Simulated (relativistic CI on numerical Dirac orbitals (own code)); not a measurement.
Nb³⁺: L2,3 absorption edge

Computed with this model: Dirac-Coulomb-Breit CI, separate exchange-only KLI orbitals for each configuration, QED by a radiative potential, valence Slater integrals scaled by 0.8, multiplet model of core-to-valence dipole absorption; configurations [Kr] 4d2 → [He] 2s2 2p5 3s2 3p6 3d10 4s2 4p6 4d3; 10 K; Lorentzian 2.4 eV and Gaussian 0.5 eV FWHM. Energies are those of the free ion, without screening or charge transfer. The branching ratio is the share of the lower-energy edge in the whole absorption, uncertain by about 0.02 where the edges overlap. S is read from ⟨S²⟩ = S(S + 1).

Field parameters in Wybourne normalisation: Oh B⁴₀ = 21Dq, B⁴₄ = √(5/14) B⁴₀. The field is a parameter set, without covalency.

Case Oh, 10Dq = 21000 cm⁻¹, the dichroism is that of the ground state at zero temperature, magnetised by exchange field 10 meV on Sz. The dichroism I(Δm = −1) − I(Δm = +1), over the sum of the three polarisations, integrates to 0.0107 on the lower edge and 0.0693 on the upper edge. The branching ratio is 0.715.

Q: Use the orbital sum rule with 8 holes to get ⟨Lz⟩.

A: For a p → d edge ⟨Lz⟩ = 2 × n_h × (sum of both integrals) in this sign convention = 1.28; the ground state itself has ⟨Lz⟩ = 1.34 and ⟨Sz⟩ = -0.98. The rule assumes one radial integral for both edges, which relativistic orbitals only approach.
